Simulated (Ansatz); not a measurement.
F₃Si, doublet, at a GFN2-xTB geometry; PBE/def2-TZVP (Ansatz, an electronic-structure program).

Ansatz was given this input:
Ansatz 0.2 input:
```yaml
crystal:
  periodic: [false, false, false]
  atoms:
    - {symbol: Si, position_ang: [0.25525364, 0.24331611, 0.24315598]}
    - {symbol: F, position_ang: [-0.69074141, -0.73372896, 1.06805322]}
    - {symbol: F, position_ang: [-0.73927609, 1.06837931, -0.68429241]}
    - {symbol: F, position_ang: [1.03295628, -0.71314208, -0.76200346]}
basis:
  gaussian:
    orbitals: def2-TZVP
hamiltonian:
  xc: pbe
magnetization: {spin_polarized: true, initial_magnetization: 1}
accuracy: high
```

Question: What does Ansatz print? Leave out banner, timings and long lists.

Answer: 
```
Functional definition: PBE
2079 factors; integrals over basis functions are off by at most 3.5e-9 eV
mean field evaluation 1: about -16019.6546 eV, gradient 4.1e1 eV
mean field evaluation 2: about -16000.5894 eV, gradient 9.1e1 eV
mean field evaluation 4: about -16024.2796 eV, gradient 1.2e0 eV
mean field evaluation 8: about -16024.2814 eV, gradient 2.5e-2 eV
mean field evaluation 16: about -16024.2814 eV, gradient 3.7e-6 eV
mean field -16024.28140027 eV, -588.8814798119 hartree, gradient 5.0e-8 eV, S^2 0.751166; 0 other end points of the search recorded, 0 dependent functions left out
reference -16024.28140348 eV, -588.8814799299 hartree; 21, 20 occupied and 109, 110 virtual orbitals, 2079 factors
Total energy: -16024.28140348 eV, -588.8814799299 hartree
```
